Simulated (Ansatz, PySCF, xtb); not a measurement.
Barrier from R1 to the saddle point P1, each structure at its B3LYP-D3(BJ)/def2-TZVP stationary point, reached from a drawn start; harmonic modes at that level show the others as minima.
R1, H3Sb (SMILES [SbH3]) (charge 0, multiplicity 1):
```xyz
4

Sb     0.000     0.000     0.724
H      1.416     0.000    -0.241
H     -0.708     1.227    -0.241
H     -0.708    -1.227    -0.241
```
P1, H3Sb, a first-order saddle point (one imaginary mode, 1200i cm⁻¹) (charge 0, multiplicity 1):
```xyz
4

Sb     0.00000     0.00000     0.00000
H      1.64679     0.00000     0.00000
H     -0.82339     1.42616     0.00000
H     -0.82339    -1.42616     0.00000
```

```csv
level,barrier height (kcal/mol)
GFN1-xTB,99.89
HF/def2-TZVPP,46.76
BLYP-D3(BJ)/def2-TZVPP,47.77
revPBE/def2-TZVPP,46.26
r2SCAN/def2-TZVPP,45.49
B3LYP/def2-TZVPP,46.90
B2PLYP/def2-TZVPP,45.94
B2PLYP-D3(BJ)/def2-TZVPP,45.96
MP2/def2-SVP,46.68
MP2/def2-QZVPP,43.78
"MP2/CBS(def2-TZVPP, def2-QZVPP)",43.28
SCS-MP2/def2-QZVPP,45.22
CCSD(T)/def2-SVP,47.50
"CCSD(T)/CBS(def2-TZVPP, def2-QZVPP)",43.88
```

P less R. No zero-point or thermal terms; no spin–orbit coupling. No path was followed down from the saddle.

Cores are frozen in the correlated methods. In cc and def2 sets filled d and f shells under p-block atoms count as core. CBS: X⁻³ extrapolation of the correlation energy, Hartree–Fock from the larger set.

The values were computed with Ansatz (a program for electronic structure) with Gaussian orbitals; PySCF for the D3/D4 terms; xtb for the GFN methods. No computed number here is a measurement. Elements past Kr take the def2 small-core potentials, without spin–orbit coupling.
